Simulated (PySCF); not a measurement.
VOCl, SMILES [O]=[V][Cl] (connectivity only; charge and spin as stated), neutral, multiplicity 3.

Coordinates come from a B3LYP-D3(BJ)/def2-TZVP optimisation. The spin state was assumed, not searched.

Calculation: B3LYP-D3(BJ)/def2-TZVP in PySCF 2.14.0.

Frequencies are harmonic and unscaled.

Computed normal modes with their intensities:
```csv
mode,ν (cm⁻¹),IR (km/mol),moving atoms (share of kinetic energy)
1,84,41.2,"O 53 %, V 31 %, Cl 16 %"
2,397,73.0,"Cl 60 %, V 35 %"
3,1064,269.9,"O 76 %, V 24 %"
```
